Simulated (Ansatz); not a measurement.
## Isomers

Structures of CH4AlI, closed shell, relaxed at PBE0-D4/def2-TZVP (vibrations not checked; lower isomers may exist, and structures with a doubtful reference or unclear bonds are left out). Program: Ansatz 0.2.0. Basis: def2-TZVPP. Cores are frozen in the correlated methods. Filled d shells of the heavier atoms are correlated. Core potentials replace the inner electrons of the atoms past krypton. The def2 sets are not built for correlating such inner shells, so the correlated values are less sure here. B3LYP uses VWN-RPA correlation.

(1) Rank them by CCSD(T) energy, lowest first, and give each one's height above the lowest. Links in brackets join atoms within 1.22 times the sum of their covalent radii (1.1 for two metals). (Judge from chemistry; the value comes from the calculation.)
A.
CH₄AlI ([CH2]1[AlH2][I]1)
```
7
angstrom
Al -0.7822 0.1159 -0.7271
C 0.5040 0.2800 0.7449
I 1.2823 -1.6533 0.0512
H -2.1763 -0.5642 -0.4144
H -0.3959 0.7639 -2.1181
H 0.2134 0.1032 1.7777
H 1.3547 0.9546 0.6856
```
B.
CH₄AlI ([CH3][AlH][I])
```
7
angstrom
C -0.7776 0.4668 -0.3206
Al 0.9113 -0.3607 0.1564
I 0.9614 -2.1126 1.9151
H -0.7276 1.5496 -0.1656
H -1.6159 0.0752 0.2578
H -0.9900 0.3114 -1.3836
H 2.2995 0.0023 -0.5053
```
C.
CH₄AlI ([CH2][AlH][IH])
```
7
angstrom
Al -0.4964 -0.4198 -0.0577
C 0.3208 0.7817 1.0098
I 1.5073 -2.2512 0.3948
H -1.7093 -1.1804 -0.7152
H 1.8666 -3.1372 -0.9336
H -0.1819 1.6329 1.4628
H 1.4019 0.8191 1.1143
```

(2) Do PBE-D4, r2SCAN-D4, PBE0-D4, B3LYP-D4, wB97M-V, HF, MP2 give the same order? (A judgement: the text doesn't fix the answer.)

No T1 diagnostic of these runs exceeds 0.013. The restricted Hartree–Fock reference is unstable towards an unrestricted one at one or more of these structures.

For scale, one of the runs: CCSD(T)/def2-TZVPP, 179 basis functions (an equivalent command: `ansatz run in.yaml --threads 4`). Hardware: 4 CPU threads, shared host. Wall time 35 s; peak host memory 1.9 GiB.

## Answers

(1) The calculation gives: B (0.0 kJ/mol), A (187.3 kJ/mol), C (394.1 kJ/mol). Heights count from the lowest.

(2) The calculation gives: All do.
